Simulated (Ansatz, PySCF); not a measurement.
Si(H)(Cl)(OH)(OMe) (CH₅ClO₂Si), SMILES CO[SiH](O)Cl.

Coordinates come from a B3LYP-D3(BJ)/def2-SVP optimisation. The structure was generated by enumeration, and PubChem lists no compound with its InChIKey, so it may never have been made. The values are those of a single conformer.

Vertical ionisation energy (IE) and electron affinity (EA) in eV. Rows of orbital energies are one-electron estimates. Where ΔSCF, EOM or ADC give a negative EA the extra electron is unbound and the value depends on the basis.

```tsv
level	IE	EA
−ε(HOMO), −ε(LUMO), ωB97X/def2-TZVP (PySCF)	11.14	-2.78
−ε(HOMO), −ε(LUMO), PBE/def2-TZVP (PySCF)	7.08	0.26
ΔSCF, PBE0/def2-SVPD (Ansatz), final states of multiplicity 2 and 2	10.90	-1.34
ΔSCF, PBE/def2-SVPD (Ansatz), final states of multiplicity 2 and 2	10.35	-1.16
```

Q: What vertical singlet–triplet gap does ΔSCF give with PBE0/def2-SVPD (Ansatz, a program for electronic structure) and with PBE/def2-SVPD (Ansatz)? (The exact figures need the calculation; the answer reports its results.)

A: 7.70 and 7.04 eV (triplet above singlet where positive).
